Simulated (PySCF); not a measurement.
Molecule: `Oc1ccc(F)cc1`, C6H5FO.

Cartesian coordinates in Å; atom numbers follow the order of the lines, from 1:
```xyz
13

O    -2.0303   -0.9644   -0.9244
C    -0.8630   -0.4955   -0.4320
C     0.2300   -0.1810   -1.2447
C     1.4118    0.3022   -0.6854
C     1.4932    0.4680    0.6896
F     2.6230    0.9305    1.2304
C     0.4163    0.1595    1.5136
C    -0.7607   -0.3223    0.9527
H    -1.9655   -1.0366   -1.8821
H     0.1594   -0.3137   -2.3288
H     2.2719    0.5519   -1.3096
H     0.5119    0.3006    2.5920
H    -1.6205   -0.5721    1.5772
```

Geometry PBE0-D3(BJ)/def2-SVP throughout; GIAO in PySCF 2.14.0 with density-fitted response routines, gas phase, one conformer, non-relativistic; equivalent atoms averaged; basis pcSseg-1.

Question: How do the shifts δ (against H2O, TMS, CFCl3 at the same level) depend on the functional? (ppm; last column core-seconds on shared hosts with different chips, so compare them loosely; the GGAs took longer than the global hybrids here, which isn't the general rule, and the cause wasn't traced)

Answer: 
```csv
functional,kind,O1,C5,C2,C4/C7,C3/C8,F6,H11/H12,H10/H13,H9,core-s
HF,Hartree–Fock,85.4,161.1,159.3,125.4,120.8,-109.5,7.37,6.96,3.80,6.6
PBE,GGA,132.9,162.9,155.5,118.5,115.9,-135.3,6.79,6.51,3.63,26
BP86,GGA,129.9,163.1,155.8,118.6,116.0,-138.0,6.79,6.50,3.63,25
OPBE,GGA,125.8,154.9,147.5,113.6,111.4,-127.1,6.87,6.57,3.72,26
PBE0,global hybrid,118.5,163.4,157.6,121.7,118.8,-125.9,7.02,6.70,3.68,13
mPW1PW91,global hybrid,117.7,163.5,157.7,121.8,118.9,-126.0,7.01,6.69,3.68,14
BHandHLYP,global hybrid,107.4,165.1,160.9,124.6,121.2,-120.0,7.11,6.76,3.68,16
CAM-B3LYP,range-separated hybrid,116.3,167.9,162.6,125.4,122.0,-122.0,7.03,6.70,3.66,22
LC-wPBE,range-separated hybrid,108.1,168.2,162.8,128.0,124.1,-110.1,7.21,6.86,3.75,31
```

Question: Which nucleus moves most, in ppm?

Answer: O1 (phenol-type oxygen): from 85.4 ppm with HF to 132.9 ppm with PBE. The smallest spread is 0.18 ppm, at H9. Proton shifts span only some 12 ppm, so a few tenths of a ppm matter as much there as several ppm in carbon.
